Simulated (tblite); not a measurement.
Isomers of C11H10. Level: GFN2-xTB in tblite, geometry and Hessian alike; calculated harmonic values, unscaled, isolated species. Errors from tens to a few hundred cm⁻¹ against measured bands are possible. One conformer each.

Electronic energies: GFN2-xTB at the same geometries; isomer energies are rough at this level and their order can be wrong.

| SMILES | electronic energy, lowest = 0 (kcal/mol) |
| --- | --- |
| C1=CCc2ccccc2C=C1 | 0.0 |
| C#C[C@]12[C@@H]3[C@@H]4[C@H]1[C@@H]1[C@H]2[C@H]3[C@]41C | 73.6 |
| C#CC1=CCC=C[C@@H]1C#CC | 77.5 |
| C#Cc1cccc(CC=C)c1 | 42.2 |
| C#Cc1c(C)ccc2c1CC2 | 32.5 |
| C1=CCC(c2ccccc2)=C1 | 0.8 |

Question: How do GFN2-xTB zero-point energies change the relative energies?

Answer: 
| SMILES | ZPE (kcal/mol) | of it from modes above 1550 cm⁻¹ | electronic (kcal/mol) | with ZPE, lowest = 0 (kcal/mol) | lowest mode (cm⁻¹) | rings |
| --- | --- | --- | --- | --- | --- | --- |
| C1=CCc2ccccc2C=C1 | 106.9 | 52.8 | 0.0 | 0.0 | 109 | 2 |
| C1=CCC(c2ccccc2)=C1 | 106.2 | 50.8 | 0.8 | 0.0 | 25 | 2 |
| C#Cc1c(C)ccc2c1CC2 | 105.0 | 51.6 | 32.5 | 30.6 | 81 | 2 |
| C#Cc1cccc(CC=C)c1 | 104.1 | 54.4 | 42.2 | 39.4 | 13 | 1 |
| C#C[C@]12[C@@H]3[C@@H]4[C@H]1[C@@H]1[C@H]2[C@H]3[C@]41C | 106.5 | 47.0 | 73.6 | 73.1 | 111 | 6 |
| C#CC1=CCC=C[C@@H]1C#CC | 103.0 | 54.9 | 77.5 | 73.5 | 15i | 1 |

The zero-point energies span 3.9 kcal/mol, from `C#CC1=CCC=C[C@@H]1C#CC` to `C1=CCc2ccccc2C=C1`. Slightly imaginary modes are left out of the zero-point energy: `C#CC1=CCC=C[C@@H]1C#CC` 14.8i cm⁻¹. The order is unchanged, ties at the printed digit aside.

Question: What do entropy and thermal enthalpy add at 298.15 K and 1 bar (rigid rotor, harmonic oscillator, one conformer each)?

Answer: 
```csv
SMILES,point group,symmetry number,S (cal/(mol K)),H − H(0) (kcal/mol),ZPE + H − H(0) − TS (kcal/mol)
C1=CCc2ccccc2C=C1,C1,1,89.6,5.93,86.1
C#Cc1c(C)ccc2c1CC2,Cs,1,98.2,7.02,82.8
C#C[C@]12[C@@H]3[C@@H]4[C@H]1[C@@H]1[C@H]2[C@H]3[C@]41C,C3v,3,87.4,5.89,86.3
```

Not tabulated: `C1=CCC(c2ccccc2)=C1` (lowest mode only 25 cm⁻¹); `C#Cc1cccc(CC=C)c1` (lowest mode only 13 cm⁻¹); `C#CC1=CCC=C[C@@H]1C#CC` (lowest mode only 15i cm⁻¹).
